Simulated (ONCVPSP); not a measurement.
**Before and after: ONCV potential for Si (Z = 14)**

```json
{
 "Element": "silicon (Si)",
 "Generator": "ONCVPSP 4.0.1",
 "Type": "optimised norm-conserving Vanderbilt (ONCV)",
 "Functional": "LDA (Perdew-Wang 92)",
 "Relativity": "scalar-relativistic",
 "Frozen core": "[Ne]",
 "Valence charge": "4",
 "Reference configuration": "3s2 3p1 (charge +1)",
 "Partial waves": "3s: rc 1.70 bohr, ncon 4, nbas 8, qcut 4 1/bohr, 3 projectors, debl 2 Ha; 3p: rc 1.95 bohr, ncon 4, nbas 8, qcut 3.4 1/bohr, 3 projectors, debl 3.8 Ha; d scattering state at 0.21 Ha: rc 1.90 bohr, ncon 4, nbas 7, qcut 5.5 1/bohr, 2 projectors, debl 0.5 Ha",
 "Local potential": "polynomial inside 1.60 bohr (lpopt 5, dvloc0 0 Ha)",
 "Core correction": "none"
}
```

Change: local potential polynomial inside 1.60 bohr (lpopt 5, dvloc0 5.5 Ha).

Cutoffs: the cutoffs (Ha) at which the residual kinetic energy of the hardest occupied pseudo-wave falls to 1 and 0.1 mHa per electron; they do not see the model core or the augmentation charge, which bear on the density cutoff. Errors are all-electron minus pseudo energies relative to the spin-unpolarised reference configuration.

Problem. What does the change do?

Solution. The potential gets neither clearly harder nor softer (7.9 Ha and 29 Ha → 7.9 Ha and 29 Ha); the errors of the 4 common tests hardly move; the range in which the d phases agree narrows (upper end at the end of the scan → 3.4); neither file shows a bound ghost.

```csv
quantity,base,changed
"cutoff, loose",7.9 Ha,7.9 Ha
"cutoff, tight",29 Ha,29 Ha
bound ghosts,none,none
GHOST(+) flags under 300 eV,s at 184.0 eV,none
"error for 3s2 3p2, meV [ΔE -7.82 eV]",+3.2,+3.2
"error for 3s2 3p0, meV [ΔE 16.11 eV]",+14,+14
"error for 3s1 3p0, meV [ΔE 50.25 eV]",+177,+177
"error for 3s1 3p2, meV [ΔE 7.41 eV]",+5.2,+5.2
s: phases at 1.73 bohr within 0.05 rad from the reference energy up to (Ha; the scan ends near 5),4.9,to the end of the scan
p: phases at 1.98 bohr within 0.05 rad from the reference energy up to (Ha; the scan ends near 5),to the end of the scan,to the end of the scan
d: phases at 1.93 bohr within 0.05 rad from the reference energy up to (Ha; the scan ends near 5),to the end of the scan,3.4
```
